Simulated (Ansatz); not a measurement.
Calculated with Ansatz (gas phase, PBE0-D4/def2-TZVP geometries, no zero-point term in ΔE). CCSD(T)/CBS adds triple-zeta CCSD(T) − MP2 to the extrapolated MP2 energy (def2 sets, frozen cores). DFT in def2-TZVPP. For Se outer-core shells are correlated without core-valence functions, which leaves a few kJ/mol of doubt a bond. Scalar relativity is left out up to krypton. One conformer a species, not always the lowest.

Consider the ligand exchange at the Al–C bond: `F[CH]([SiH3])[Al]([F])[Cl]` + H₂Se → `[F][Al]([Cl])[SeH]` + `FC[SiH3]`.

`F[CH]([SiH3])[Al]([F])[Cl]`:

```xyz
10

F    -1.054    0.911    1.365
C    -0.611   -0.071    0.462
Si    1.218   -0.445    0.784
Al   -1.010    0.480   -1.378
F    -0.771   -0.621   -2.572
Cl   -1.673    2.382   -1.873
H    -1.171   -0.994    0.670
H     1.434   -0.832    2.201
H     2.040    0.751    0.464
H     1.598   -1.560   -0.123
```

H₂Se:

```xyz
3

Se    0.072   -0.670    0.118
H     0.625    0.544    0.727
H    -0.697    0.126   -0.845
```

`[F][Al]([Cl])[SeH]`:

```xyz
5

F    -0.505    1.732    0.187
Al    0.126    0.356   -0.443
Cl    1.009    0.413   -2.320
Se    0.030   -1.599    0.740
H    -0.660   -0.902    1.836
```

`FC[SiH3]`:

Cartesian coordinates in Å:
```
F -1.437 -1.077 0.722
C -0.591 0.026 0.772
Si 0.586 0.024 -0.714
H -0.037 -0.011 1.716
H -1.210 0.930 0.785
H 1.460 1.223 -0.603
H -0.190 0.088 -1.977
H 1.419 -1.204 -0.700
```

| level | ΔE (kJ/mol) |
| --- | --- |
| r2SCAN-D4 | -126.0 |
| PBE0 | -128.4 |

(1) What does CCSD(T)/CBS give? (Best estimate.)

(2) What do rigid-rotor, harmonic-oscillator terms from PBE0-D4/def2-TZVP frequencies (298.15 K, 1 bar) make of the CCSD(T)/CBS value? (Estimate.)

Largest T1 diagnostic among the species: 0.012.

Answers

(1) The calculation gave: -129.1 kJ/mol. The listed levels differ from it by 3.1, 0.7 kJ/mol.

(2) Computed: ΔZPE = +13.7 kJ/mol, ΔH = -118.5 kJ/mol, ΔS = 2 J/(mol·K), ΔG = -119.1 kJ/mol. Modes under 50 cm⁻¹ make the entropy rough.

At CCSD(T), def2-SVP lies +7.4 kJ/mol from the extrapolated value and def2-TZVPP +2.8 kJ/mol. From r2SCAN to r2SCAN0 (25 % exact exchange), in def2-TZVPP and without D4, ΔE moves by −4.5 kJ/mol.
